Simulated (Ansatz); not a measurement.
C2H7NSSi (`N=C([SiH3])CS`), charge 0, multiplicity 1.

Q: Give a relaxed structure at PBE0-D4/def2-TZVP (Ansatz 0.2.0). (Estimate.)

A: Computed: 
Z-matrix (Å, degrees):
```
Si
C 1 1.898
H 1 1.489 2 108.9
H 1 1.489 2 109.1 3 -117.1
H 1 1.479 2 109.8 3 121.4
C 2 1.516 1 117.3 3 61.6
N 2 1.266 1 117.1 3 -118.5
S 6 1.805 2 116.1 1 -176.8
H 6 1.093 2 110.0 1 -51.3
H 6 1.095 2 108.9 1 64.3
H 7 1.030 2 109.9 1 -179.7
H 8 1.343 6 96.8 2 74.1
```
This is one stationary point; other conformers may exist.
